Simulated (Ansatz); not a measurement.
Geometry optimisation, RKS PBE-D4/STO-3G in Ansatz.

Input:

```yaml
crystal:
  periodic: [false, false, false]
  atoms:
    - { symbol: C, position_ang: [0.4002, -2.1423, 0.2346] }
    - { symbol: C, position_ang: [0.2302, -0.7799, 0.4196] }
    - { symbol: Al, position_ang: [0.6817, -0.0717, 2.208] }
    - { symbol: B, position_ang: [-0.1964, 0.1958, -0.7457] }
    - { symbol: "N", position_ang: [-0.6315, -0.3791, -2.1315] }
    - { symbol: Si, position_ang: [-0.4545, 2.1263, -0.4926] }
    - { symbol: H, position_ang: [0.1368, -2.556, -0.7253] }
    - { symbol: H, position_ang: [0.7348, -2.7356, 1.0106] }
    - { symbol: H, position_ang: [1.22, -1.0606, 3.3995] }
    - { symbol: H, position_ang: [0.6038, 1.4892, 2.5616] }
    - { symbol: H, position_ang: [-1.3982, -1.0816, -1.9594] }
    - { symbol: H, position_ang: [0.2268, -0.855, -2.4748] }
    - { symbol: H, position_ang: [0.8038, 2.7084, -0.1509] }
    - { symbol: H, position_ang: [-1.4404, 2.3823, 0.6087] }
    - { symbol: H, position_ang: [-0.9389, 2.7091, -1.7329] }
basis:
  gaussian: { orbitals: STO-3G }
hamiltonian:
  xc: pbe
  dispersion: d4
relax:
  f_tol: 0.015
  max_steps: 40
```

Launched with:

```bash
$ ansatz run input.yaml --threads 1 --pin off --max-ram 2048MiB --backend cpu --events-out ev --progress --plain --runs-dir out
```

Q: Where does it end, and by what steps?

A: The run converged. The force dipped under the threshold on the way, but the program's further checks kept it going. Limits of this set-up: minimal basis. After 33 steps the energy has fallen by 2.578 eV; H12 moved furthest, 1.98 Å.

```csv
step,energy less start (eV),largest force component (eV/Å),accepted
0,0.0000,4.452,yes
2,-0.8378,1.135,yes
4,-1.3808,1.761,yes
6,-2.0215,1.190,yes
8,-2.3701,1.452,yes
10,-2.4053,0.990,no
12,-2.5067,0.428,yes
14,-2.5111,0.032,yes
16,-2.5148,0.215,yes
18,-2.5246,0.621,yes
20,-2.5451,0.346,yes
22,-2.5711,0.118,yes
24,-2.5769,0.117,yes
26,-2.5773,0.058,no
28,-2.5782,0.035,yes
30,-2.5783,0.011,yes
32,-2.5784,0.015,yes
33,-2.5784,0.010,yes
```

```xyz
15
Properties=species:S:1:pos:R:3
C 0.913 -1.934 0.203
C 0.266 -0.778 0.505
Al 0.208 -0.269 2.352
B -0.323 0.115 -0.637
N -1.114 -0.493 -1.618
Si -0.034 2.066 -0.731
H 1.071 -2.296 -0.833
H 1.362 -2.597 0.970
H 0.630 -1.291 3.385
H -0.247 1.117 2.754
H -1.313 -1.524 -1.636
H -1.559 -0.002 -2.431
H 1.312 2.451 -0.327
H -0.948 2.790 0.145
H -0.245 2.594 -2.073
```

Time of the run: 61 s on 1 thread of AMD EPYC 9R45 96-Core Processor (Zen 5), on a shared host, peak memory 0.2 GiB.
